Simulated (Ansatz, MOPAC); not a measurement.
System: AsH$_{4}$, net charge 1, singlet state. SMILES: [AsH4+]

Atoms: As1, H2, H3, H4, H5. Bonds: As1-H2, As1-H3, As1-H4, As1-H5.

Bond lengths (Å) and angles (degrees) optimised at PM3 with MOPAC; PM6 with MOPAC; PM7 with MOPAC; HF/STO-3G with Ansatz (a quantum-chemistry and plane-wave program); B3LYP/LANL2DZ with Ansatz; B3LYP/6-31G* with LANL2DZ past Ar with Ansatz, each started from the B3LYP-D3(BJ)/def2-TZVP structure (Ansatz) of the last column. A row stands for all coordinates that are equal there. 6-31G* holds six Cartesian d functions. No wavenumbers were computed at HF/STO-3G, B3LYP/LANL2DZ, so these may be saddle points.

```tsv
coordinate	PM3	PM6	PM7	HF/STO-3G	B3LYP/LANL2DZ	B3LYP/6-31G* with LANL2DZ past Ar	B3LYP-D3(BJ)/def2-TZVP
As1-H2	1.446	1.479	1.487	1.465	1.495	1.493	1.491
H2-As1-H3	109.5	109.5	109.5	109.5	109.5	109.5	109.5
```

Mean signed difference of all 4 bond lengths from B3LYP-D3(BJ)/def2-TZVP: PM3 -0.045 Å, PM6 -0.012 Å, PM7 -0.004 Å, HF/STO-3G -0.026 Å, B3LYP/LANL2DZ 0.004 Å, B3LYP/6-31G* with LANL2DZ past Ar 0.002 Å.
